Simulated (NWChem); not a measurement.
Molecule: BNH2BrF; SMILES NB(F)Br

```xyz
6

B     -0.0100     0.9321     0.0000
F     -1.1745     1.5693     0.0000
Br    -0.0243    -0.9989     0.0000
N      1.1881     1.6343     0.0000
H      2.0910     1.1825     0.0000
H      1.2106     2.6462     0.0000
```
Atoms are numbered in this order, from 1.

All runs use the structure optimised with PBE0/def2-SVP. B3LYP is NWChem's, with the RPA form of VWN correlation.

Spin-orbit effects, on the heavy nuclei and on their neighbours, are missing.

Task: Give the principal values of the shielding tensors (ppm) of B1, F2, Br3, N4 from B3LYP/6-31G* (spherical d), GIAO (NWChem), with their diamagnetic and paramagnetic parts as GIAO splits them.

Result: 
```
atom     σ11     σ22     σ33  isotropic  diamagnetic  paramagnetic
----  ------  ------  ------  ---------  -----------  ------------
B1      67.3    90.7    97.3       85.1        199.1        -113.9
F2     154.3   279.3   386.4      273.4        471.4        -198.1
Br3   2388.0  2523.5  2961.8     2624.4       3122.9        -498.4
N4     127.5   201.7   238.6      189.3        320.7        -131.4
```
